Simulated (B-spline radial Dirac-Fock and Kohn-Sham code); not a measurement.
**Satellites and hypersatellites of the K lines of Sn¹⁰⁺**

System: Sn¹⁰⁺, 1s2 2s2 2p6 3s2 3p6 3d10 4s2 4p6 4d4.

Method: Dirac-Fock energy differences between relaxed states, corrected for Breit and QED terms. Computed with an atomic code on a B-spline grid. Each two-hole energy is an average over J within one jj subconfiguration, not an observable level; in light atoms, where LS coupling holds, the j-resolved values are not observed lines, and for a K spectator the Kα1 hypersatellite is nearly forbidden. The model has no electron correlation.

Lines without a spectator: Kα2 (K-L2) 25041.3 eV, Kα1 (K-L3) 25268.8 eV, Kβ3 (K-M2) 28444.9 eV, Kβ1 (K-M3) 28487.7 eV. Shifts in eV with one spectator hole (a dash: not computed, or left out as unreliable):

```tsv
spectator hole	Kα2	Kα1	Kβ3	Kβ1
L2 (2p1/2)	+63.9	+80.7	–	+171.3
L3 (2p3/2)	+62.2	+62.5	+151.4	–
M2 (3p1/2)	–	+9.56	+22.31	+26.84
M3 (3p3/2)	+7.05	–	+22.88	+22.38
M4 (3d3/2)	+1.42	-1.23	–	–
M5 (3d5/2)	-1.74	+0.25	–	–
```

Question: Where does the K-L3 hypersatellite lie, emitted when both K electrons are missing?

Answer: +595.2 eV from the normal line, at 25864.0 eV. Removing both K electrons costs 59644.2 eV, which is 817.1 eV more than twice the K binding energy.

With n spectator holes in 2p, averaged over the 2p shell (energies in eV):

```
n     KαLⁿ   step  hypersatellite KαʰLⁿ
0  25192.9      –               25782.0
1  25260.3  +67.4               25850.9
2  25329.0  +68.7               25921.1
3  25399.1  +70.0               25992.6
4  25470.4  +71.4               26065.5
5  25543.1  +72.7               26139.7
```
